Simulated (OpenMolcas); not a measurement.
**Co2+: moving the ligands**

Co2+ with its 6 nearest fluoride ions at 2.045 Å, on the Zn site of KZnF3 (a = 4.054 Å, distance in the model lattice 2.027 Å). The rest of the host is ab initio model potentials to 7.6 Å, with orthogonalisation functions on the cations behind the ligands, and point charges beyond; the distance is set by hand and nothing relaxes. Ligand basis ANO-RCC-VDZP.
```
Co    0.0000    0.0000    0.0000
F     2.0450    0.0000    0.0000
F     0.0000    2.0450    0.0000
F    -2.0450    0.0000    0.0000
F     0.0000   -2.0450    0.0000
F     0.0000    0.0000    2.0450
F     0.0000    0.0000   -2.0450
```

| Quantity | Value |
| --- | --- |
| Program | OpenMolcas |
| Method | SS-CASPT2, IPEA 0.25 Eh, imaginary shift 0.1 Eh (closed shells correlated: 3s 3p and the ligand valence shells) |
| Basis | ANO-RCC-VTZP [6s5p3d2f1g] |
| Scalar Hamiltonian | DKH2, point nucleus |
| Active space | 7 electrons in 5 orbitals (3d) |
| State averaging | 2S+1 = 4 even, 10 roots; 2S+1 = 2 even, 40 roots |
| Spin-orbit coupling | state interaction with AMFI integrals over the reference wave functions |

Runs around this geometry, states (labels of O, the rotations of Oh). Energies in cm-1 above the lowest state or level, χT in cm3 K/mol; under a threefold ground state the first gap can be a small split of the lowest multiplet, not the spin-orbit step.

```tsv
R (Å)	Ground state	First state of that spin	First gap with spin-orbit (degeneracies)	χT at 300 K	First state of another spin
2.027	4T1	4T2 8010	370 (2, 4)	3.528	2E 12250
2.045	4T1	4T2 7650	370 (2, 4)	3.545	2E 12600
2.055	4T1	4T2 7450	370 (2, 4)	3.555	2E 12770
```

Taking the first state of the same spin as R^-n, n = -ln(7450 / 8010) / ln(2.055 / 2.027) = 5.3 between the shortest and longest distance.

Roots that are degenerate in the reference are averaged as groups; the widest CASPT2 spread within a group is 110 cm-1 (the 2-fold group of multiplicity 2 near 28100 cm-1 above the lowest state of its run, R = 2.055). Shifts and gaps below about the spread of the groups concerned are not significant. Over all roots computed the reference weight is 0.73 to 0.74 in R = 2.027, 0.73 to 0.74 in R = 2.045, 0.73 to 0.74 in R = 2.055; a low but even weight reflects the number of correlated electrons. An orbital triplet at a regular site is open to Jahn-Teller coupling, which can distort the site and quench the lowest spin-orbit gaps and is left out. A single d shell leaves out the double-shell effect, which counts most for late 3d ions, where the CASPT2 field can be off either way by tens of per cent. Ligand-to-metal charge-transfer states are missing. These CASPT2 states fit no ligand-field parameters well, so their order and spin gaps are uncertain. For late 3d ions with one d shell CASPT2 can put B and the spin-flip bands somewhat low as well as high. With one d shell and no ligand orbital active, 10Dq can be off by tens of per cent for divalent 3d ions, low with halides held by bare charges and at times high in hosts. Free-ion shares, where given, are those of the reference states; single-state CASPT2 does not remix them. No measured value stands beside these numbers; the geometry was set by hand and not optimised.
